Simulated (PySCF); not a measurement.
Structure with atom numbers: `[CH2:1]=[CH:2][C:3]1=[CH:4][C:5]([CH3:6])=[CH:7][CH2:8][SiH2:9]1`; H(Xn) means a hydrogen on atom n. Ha(C1) is cis to C3; Hb(C1) is trans to C3.

Non-relativistic, one computed conformer, fast rotation and ring inversion assumed for equivalent nuclei, gas phase. GFN2-xTB geometry; σ from GIAO-PBE0/pcSseg-1; PySCF.

Referencing at the same level of theory: TMS for $^{13}$C (σ = 186.93 ppm).

Do the $^{13}$C shifts follow the atomic charges (in e)? Tabulate both.

## Answers


```json
{"atoms": "C4", "hybridisation": "sp2", "δ (ppm)": "152.2", "σ para (ppm)": "-218", "Hirshfeld": "-0.04", "IAO": "-0.13", "Mulliken": "-0.01", "ESP-fitted": "-0.25"}
{"atoms": "C2", "hybridisation": "sp2", "δ (ppm)": "151.6", "σ para (ppm)": "-216", "Hirshfeld": "-0.05", "IAO": "-0.12", "Mulliken": "-0.14", "ESP-fitted": "-0.18"}
{"atoms": "C5", "hybridisation": "sp2", "δ (ppm)": "137.6", "σ para (ppm)": "-211", "Hirshfeld": "-0.01", "IAO": "-0.01", "Mulliken": "-0.36", "ESP-fitted": "+0.22"}
{"atoms": "C3", "hybridisation": "sp2", "δ (ppm)": "136.8", "σ para (ppm)": "-211", "Hirshfeld": "-0.09", "IAO": "-0.27", "Mulliken": "-0.38", "ESP-fitted": "-0.02"}
{"atoms": "C7", "hybridisation": "sp2", "δ (ppm)": "133.6", "σ para (ppm)": "-201", "Hirshfeld": "-0.04", "IAO": "-0.13", "Mulliken": "-0.07", "ESP-fitted": "-0.15"}
{"atoms": "C1", "hybridisation": "sp2", "δ (ppm)": "122.4", "σ para (ppm)": "-191", "Hirshfeld": "-0.10", "IAO": "-0.32", "Mulliken": "-0.16", "ESP-fitted": "-0.40"}
{"atoms": "C6", "hybridisation": "sp3", "δ (ppm)": "28.5", "σ para (ppm)": "-87", "Hirshfeld": "-0.12", "IAO": "-0.42", "Mulliken": "-0.15", "ESP-fitted": "-0.69"}
{"atoms": "C8", "hybridisation": "sp3", "δ (ppm)": "9.2", "σ para (ppm)": "-77", "Hirshfeld": "-0.16", "IAO": "-0.55", "Mulliken": "-0.48", "ESP-fitted": "-0.33"}
```

Correlation coefficients of δ with charge over these carbons: Hirshfeld +0.83, IAO +0.88, Mulliken +0.43, ESP-fitted +0.63; with the paramagnetic shielding -1.00. Among the 6 sp2 carbons alone: Hirshfeld +0.51, IAO +0.55, Mulliken +0.29, ESP-fitted +0.14. With so few points, grouped by hybridisation, these coefficients are fragile. Charge is one influence among several: hybridisation and low-lying excitations act through the paramagnetic term.

Shifts are as computed. Against solution values, carbons near 30 ppm lie about +3 ppm off and those near 130 ppm about +5 ppm. Of 1309 compounds with measured shifts, 239 miss one by over three times the rms of a fit or turn the order of signals round; such compounds aren't used in these exercises.
